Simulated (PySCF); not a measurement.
F4MoO, singlet, at a GFN2-xTB geometry (such geometries of metal compounds can be far from the true shape) (all electrons, no relativity); HF/3-21G (PySCF).

PySCF was given this input:
```python
from pyscf import gto, scf

mol = gto.M(
    atom='''
Mo    0.061471   -0.033879    0.057937
O     1.149848   -0.633722    1.083749
F    -1.126094    0.620631   -1.061361
F     0.003149    1.590718    0.785069
F     1.037051   -0.287497   -1.410177
F    -1.223057   -1.202442    0.452762
''',
    basis='3-21g',
    charge=0,
    spin=0,
    verbose=4,
)

mf = scf.RHF(mol)
mf.kernel()
mf.analyze()
```

Write the output that PySCF gives for this input, abridged.


```
PySCF version 2.14.0

[INPUT] verbose = 4
[INPUT] num. atoms = 6
[INPUT] num. electrons = 86
[INPUT] charge = 0
[INPUT] spin (= nelec alpha-beta = 2S) = 0
[INPUT] symmetry False subgroup None
[INPUT] Mole.unit = angstrom
[INPUT] Symbol           X                Y                Z      unit          X                Y                Z       unit  Magmom
[INPUT]  1 Mo     0.061471000000  -0.033879000000   0.057937000000 AA    0.116163354603  -0.064022031374   0.109485062479 Bohr   0.0
[INPUT]  2 O      1.149848000000  -0.633722000000   1.083749000000 AA    2.172897804879  -1.197561019112   2.047988797771 Bohr   0.0
[INPUT]  3 F     -1.126094000000   0.620631000000  -1.061361000000 AA   -2.128009250516   1.172822614415  -2.005681609294 Bohr   0.0
[INPUT]  4 F      0.003149000000   1.590718000000   0.785069000000 AA    0.005950747566   3.006021361416   1.483565398886 Bohr   0.0
[INPUT]  5 F      1.037051000000  -0.287497000000  -1.410177000000 AA    1.959742367206  -0.543290591634  -2.664848317161 Bohr   0.0
[INPUT]  6 F     -1.223057000000  -1.202442000000   0.452762000000 AA   -2.311242764732  -2.272286060674   0.855596179610 Bohr   0.0

nuclear repulsion = 713.85060658084
number of shells = 39
number of NR pGTOs = 156
number of NR cGTOs = 81
basis = 3-21g
ecp = {}

******** <class 'pyscf.scf.hf.RHF'> ********
method = RHF
initial guess = minao
damping factor = 0
level_shift factor = 0
DIIS = <class 'pyscf.scf.diis.CDIIS'>
diis_start_cycle = 1
diis_space = 8
diis_damp = 0
SCF conv_tol = 1e-09
SCF conv_tol_grad = None
SCF max_cycles = 50
direct_scf = True
direct_scf_tol = 1e-13
Set gradient conv threshold to 3.16228e-05
Initial guess from minao.
init E= -4420.09009572148
  HOMO = -0.381689297428071  LUMO = 0.0284301134771727  gap/eV = 11.15992
cycle= 1 E= -4425.81110664579  delta_E= -5.72  |g|= 1.78  |ddm|= 3.03
  HOMO = -0.479847538333258  LUMO = -0.334849168206975  gap/eV = 3.94561
cycle= 2 E= -4424.05478911417  delta_E= 1.76  |g|= 3.69  |ddm|= 3.16
  HOMO = -0.529071018454771  LUMO = -0.110270202602626  gap/eV = 11.39615
cycle= 3 E= -4426.55875557946  delta_E= -2.5  |g|= 0.522  |ddm|= 2.09
  HOMO = -0.546858019935246  LUMO = -0.0601737157848014  gap/eV = 13.24335
cycle= 4 E= -4426.59917379749  delta_E= -0.0404  |g|= 0.198  |ddm|= 0.443
  HOMO = -0.568262045531222  LUMO = -0.0483643971556973  gap/eV = 14.14714
cycle= 5 E= -4426.60620038124  delta_E= -0.00703  |g|= 0.0287  |ddm|= 0.117
  HOMO = -0.565215449974632  LUMO = -0.039775691744341  gap/eV = 14.29794
cycle= 6 E= -4426.60653827804  delta_E= -0.000338  |g|= 0.0106  |ddm|= 0.0346
  HOMO = -0.567972176815142  LUMO = -0.040541424519436  gap/eV = 14.35212
cycle= 7 E= -4426.6066277876  delta_E= -8.95e-05  |g|= 0.00498  |ddm|= 0.023
  HOMO = -0.568006617054271  LUMO = -0.0403703052909135  gap/eV = 14.35772
cycle= 8 E= -4426.60664758038  delta_E= -1.98e-05  |g|= 0.00209  |ddm|= 0.0115
  HOMO = -0.568250203018171  LUMO = -0.0399302443222087  gap/eV = 14.37632
cycle= 9 E= -4426.60665106755  delta_E= -3.49e-06  |g|= 0.000802  |ddm|= 0.00602
  HOMO = -0.568325630867301  LUMO = -0.0398918119246228  gap/eV = 14.37942
cycle= 10 E= -4426.60665130928  delta_E= -2.42e-07  |g|= 0.000109  |ddm|= 0.00145
  HOMO = -0.568334773155243  LUMO = -0.0399030149346515  gap/eV = 14.37936
cycle= 11 E= -4426.60665132096  delta_E= -1.17e-08  |g|= 5.57e-05  |ddm|= 0.000285
  HOMO = -0.568343255091805  LUMO = -0.0399097398125889  gap/eV = 14.37941
cycle= 12 E= -4426.60665132364  delta_E= -2.68e-09  |g|= 1.39e-05  |ddm|= 0.000161
  HOMO = -0.568344212606298  LUMO = -0.0399099183258687  gap/eV = 14.37943
cycle= 13 E= -4426.60665132382  delta_E= -1.86e-10  |g|= 4.54e-06  |ddm|= 3.83e-05
  HOMO = -0.568344974187181  LUMO = -0.039909802049329  gap/eV = 14.37945
Extra cycle  E= -4426.60665132385  delta_E= -2.46e-11  |g|= 2.78e-06  |ddm|= 7.05e-06
converged SCF energy = -4426.60665132385
**** SCF Summaries ****
Total Energy =                       -4426.606651323846563
Nuclear Repulsion Energy =             713.850606580839894
One-electron Energy =                -7534.943073032785833
Two-electron Energy =                 2394.485815128099603
Two-electron Coulomb Energy =         2561.808446429813102
DFT Exchange-Correlation Energy =     -167.322631301713500
HOMO-LUMO gap [eV] =                    14.379453455588246
**** MO energy ****
MO #1   energy= -717.376480005115  occ= 2
MO #2   energy= -103.148790297305  occ= 2
MO #3   energy= -94.504204973015   occ= 2
MO #4   energy= -94.5042049713586  occ= 2
MO #5   energy= -94.5041479321348  occ= 2
MO #6   energy= -26.2371802763006  occ= 2
MO #7   energy= -26.2371801822829  occ= 2
MO #8   energy= -26.2368497907596  occ= 2
MO #9   energy= -26.1610843152432  occ= 2
MO #10  energy= -20.6168456367467  occ= 2
MO #11  energy= -19.1956220782435  occ= 2
MO #12  energy= -15.6722028099136  occ= 2
MO #13  energy= -15.6722028044775  occ= 2
MO #14  energy= -15.6693211419546  occ= 2
MO #15  energy= -9.91317191150802  occ= 2
MO #16  energy= -9.91317190920844  occ= 2
MO #17  energy= -9.91224994341595  occ= 2
MO #18  energy= -9.91116595959061  occ= 2
MO #19  energy= -9.91116595752282  occ= 2
MO #20  energy= -3.22387291559971  occ= 2
MO #21  energy= -2.16888872453483  occ= 2
MO #22  energy= -2.12509472064814  occ= 2
MO #23  energy= -2.12509465170114  occ= 2
MO #24  energy= -1.62792036317672  occ= 2
MO #25  energy= -1.59311091851505  occ= 2
MO #26  energy= -1.59311084806946  occ= 2
MO #27  energy= -1.5704046010518   occ= 2
MO #28  energy= -1.33679936454875  occ= 2
MO #29  energy= -0.788508991384793 occ= 2
MO #30  energy= -0.788508909495241 occ= 2
MO #31  energy= -0.7876824615696   occ= 2
MO #32  energy= -0.773248061459887 occ= 2
MO #33  energy= -0.773248046952234 occ= 2
MO #34  energy= -0.701862236769936 occ= 2
MO #35  energy= -0.681902944876844 occ= 2
MO #36  energy= -0.680179220829545 occ= 2
MO #37  energy= -0.672622433441427 occ= 2
MO #38  energy= -0.672622420267722 occ= 2
MO #39  energy= -0.625862850496187 occ= 2
MO #40  energy= -0.62586281705299  occ= 2
MO #41  energy= -0.591854748590476 occ= 2
MO #42  energy= -0.591854741439849 occ= 2
MO #43  energy= -0.568344974187181 occ= 2
MO #44  energy= -0.039909802049329 occ= 0
MO #45  energy= -0.0399097768024313 occ= 0
MO #46  energy= -0.00727612487669023 occ= 0
MO #47  energy= -0.00727611235331986 occ= 0
MO #48  energy= 0.0636123514729805 occ= 0
MO #49  energy= 0.077469877889644  occ= 0
MO #50  energy= 0.0774698955898093 occ= 0
MO #51  energy= 0.088383813868079  occ= 0
 ** Mulliken pop on meta-lowdin orthogonal AOs  **
 ** Mulliken pop  **
 ** Mulliken atomic charges  **
charge of    0Mo =      1.97563
charge of    1O =     -0.34306
charge of    2F =     -0.47779
charge of    3F =     -0.38493
charge of    4F =     -0.38493
charge of    5F =     -0.38493
Dipole moment(X, Y, Z, Debye):  0.85341, -0.47035,  0.80435
```
